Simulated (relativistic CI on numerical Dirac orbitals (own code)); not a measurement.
**A ladder of approximations for the levels of Ga²⁺**

Calculated with a relativistic CI code on KLI orbitals (one set per configuration, finite nucleus), adding one ingredient at a time: step 1, Dirac-Coulomb, each configuration alone; step 2, with Breit and QED terms; step 3, with configuration mixing; step 4, with scaled Slater integrals (0.85); step 5, with a P86 correlation estimate; step 6, tied to the ionisation limit. P86 is a density functional for the correlation energy, evaluated here for each configuration and added to its levels. Step 6 is semi-empirical: configurations made of the next ion and one excited electron move by 6169 cm⁻¹, so that their limit matches the tabulated ionisation energy, and those with a non-penetrating f or g electron also take the P86 value of the least penetrating other one.

Configurations in the expansion (outside the closed core [Ar]): 3d¹⁰4s, 3d¹⁰4p, 3d⁹4s², 3d¹⁰5s, 3d¹⁰4d, 3d¹⁰5p, 3d¹⁰4f, 3d¹⁰6s, 3d¹⁰5d, 3d¹⁰6p, 3d¹⁰5f, 3d¹⁰5g, 3d¹⁰7s, 3d¹⁰6d, 3d¹⁰7p, 3d¹⁰8p.

Computed minus measured energy above the ground level, in cm⁻¹, for 15 of the 26 excited levels that pair in every step (one J of a term; a digit in brackets numbers repeated terms):

| Configuration | Term | J | Measured | Step 1 | Step 2 | Step 3 | Step 4 | Step 5 | Step 6 |
| --- | --- | --- | --- | --- | --- | --- | --- | --- | --- |
| 3d¹⁰4p | 2P° | 1/2 | 65169 | -2842 | -2917 | -2878 | -2878 | -1865 | 4301 |
| 3d⁹4s² | 2D | 5/2 | 130396 | -5363 | -4990 | -5160 | -5085 | -1290 | -1213 |
| 3d¹⁰5s | 2S | 1/2 | 140747 | -7212 | -7342 | -7230 | -7230 | -5443 | 721 |
| 3d¹⁰4d | 2D | 3/2 | 144086 | -7812 | -7982 | -7600 | -7684 | -5890 | 112 |
| 3d¹⁰5p | 2P° | 1/2 | 160766 | -7658 | -7798 | -7714 | -7714 | -5499 | 667 |
| 3d¹⁰4f | 2F° | 5/2 | 185433 | -9367 | -9543 | -9471 | -9471 | -4224 | 543 |
| 3d¹⁰6s | 2S | 1/2 | 187567 | -8828 | -8985 | -8894 | -8894 | -6155 | 10 |
| 3d¹⁰5d | 2D | 3/2 | 189188 | -8882 | -9055 | -8963 | -8968 | -5897 | 267 |
| 3d¹⁰6p | 2P° | 3/2 | 196174 | -8448 | -8613 | -8535 | -8535 | -5599 | 566 |
| 3d¹⁰5f | 2F° | 7/2 | 207908 | -9590 | -9765 | -9694 | -9694 | -4451 | 321 |
| 3d¹⁰5g | 2G | 7/2 | 208254 | -9847 | -10023 | -9952 | -9952 | -4742 | 63 |
| 3d¹⁰7s | 2S | 1/2 | 209148 | -9386 | -9553 | -9470 | -9470 | -6056 | 109 |
| 3d¹⁰6d | 2D | 3/2 | 210020 | -9329 | -9502 | -9423 | -9425 | -5913 | 253 |
| 3d¹⁰7p | 2P° | 1/2 | 213736 | -9303 | -9471 | -9393 | -9393 | -5943 | 223 |
| 3d¹⁰8p | 2P° | 3/2 | 224309 | -10176 | -10348 | -10274 | -10274 | -6425 | -259 |

Mean absolute errors in cm⁻¹, over all paired levels and for the first 12 configurations:

```
Configuration, levels  Step 1  Step 2  Step 3  Step 4  Step 5  Step 6
              all, 26    8184    8312    8238    8238    4905     680
            3d¹⁰4p, 2    2915    3010    2966    2966    1953    4213
            3d⁹4s², 2    5266    5004    5223    5146    1376    1256
            3d¹⁰5s, 1    7212    7342    7230    7230    5443     721
            3d¹⁰4d, 2    7804    7977    7643    7715    5945     100
            3d¹⁰5p, 2    7680    7826    7744    7744    5529     637
            3d¹⁰4f, 2    9372    9547    9476    9476    4228     539
            3d¹⁰6s, 1    8828    8985    8894    8894    6155      10
            3d¹⁰5d, 2    8885    9059    8967    8973    5902     263
            3d¹⁰6p, 2    8642    8805    8725    8725    5790     376
            3d¹⁰5f, 2    9594    9769    9698    9698    4456     317
            3d¹⁰5g, 2    9847   10023    9952    9952    4742      63
            3d¹⁰7s, 1    9386    9553    9470    9470    6056     109
```

Measured levels: Shirai, Reader, Kramida and Sugar, J. Phys. Chem. Ref. Data 36, 509 (2007).

The mean absolute error is lowest at step 6 (680 cm⁻¹), and the largest single drop is from step 5 to 6 (4905 to 680). Mixing lowers the ground level by 72; relative to it the configurations that move most are 3d¹⁰4d by +334, 3d⁹4s² by -219, 3d¹⁰5s by +112. The P86 estimate moves 3d¹⁰4f by +5248, 3d¹⁰5f by +5242, 3d¹⁰5g by +5210, and takes the mean absolute error of the excited configurations from 8238 to 4905. Step 6 takes that error from 4905 to 680; the error more than halves for 3d¹⁰5s, 3d¹⁰4d, 3d¹⁰5p, 3d¹⁰6s, 3d¹⁰5d, 3d¹⁰6p, 3d¹⁰7s, 3d¹⁰6d; 3d¹⁰4f, 3d¹⁰5f, 3d¹⁰5g gain from the shift and the changed P86 value together; it grows for 3d¹⁰4p. The shift fits the limit, so it does little for low levels whose errors differ from those near the limit.
